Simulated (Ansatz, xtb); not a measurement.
Relaxing a trial structure of C3H9B

The starting geometry of this gas-phase singlet was built from a drawn formula by distance geometry and a force field; its bonds are those of `[CH2+][BH2-]CC`.

```xyz
13

C    -1.1819    0.4118   -1.9901
C    -1.2389    0.8333    0.5639
C    -0.6809    1.6769    1.7004
B    -0.5862    1.2635   -0.8574
H    -1.0898   -0.6706   -2.0209
H    -1.7399    0.8766   -2.8060
H     0.5987    1.1225   -0.8681
H    -0.8409    2.4359   -1.0490
H    -1.0295   -0.2774    0.7393
H    -2.3239    0.9503    0.5267
H     0.4096    1.5484    1.7779
H    -0.9199    2.7330    1.5675
H    -1.1518    1.3021    2.6307
```

Question: Where would you expect an optimisation with r2SCAN-D4/def2-SVP to take it?

Answer: It rearranges to `CBCC`. Contacts that open: B4–H7 (1.19 → 2.14 Å). Contacts that close: C1–H7 (2.22 → 1.11 Å).

The energy falls by 3.04 eV over 25 steps:

```
step  E − E(last) (eV)
   1             3.038
   4             2.635
   6             2.485
   9             1.402
  12             0.216
  14             0.082
  17             0.043
  20             0.001
  22             0.000
  25             0.000
```

Final geometry (Å):

```xyz
13

C    -0.8653    0.4555   -2.0045
C    -1.1861    0.8749    0.6875
C    -0.7507    1.7250    1.8802
B    -0.8702    1.3943   -0.7544
H    -1.2906   -0.5479   -1.8443
H    -1.3126    0.9135   -2.9016
H     0.2049    0.3160   -2.2629
H    -0.6329    2.5783   -0.9172
H    -0.8850   -0.1836    0.8055
H    -2.3002    0.8161    0.6521
H     0.3481    1.7695    1.9555
H    -1.1070    2.7627    1.7804
H    -1.1276    1.3321    2.8384
```

From the same start GFN2-xTB reaches the same bonding as this run.

No frequencies were run, so the end isn't proven a minimum. Run with Ansatz 0.2.0, 53 s on 2 threads of Arm Neoverse V1, with other jobs on the host.
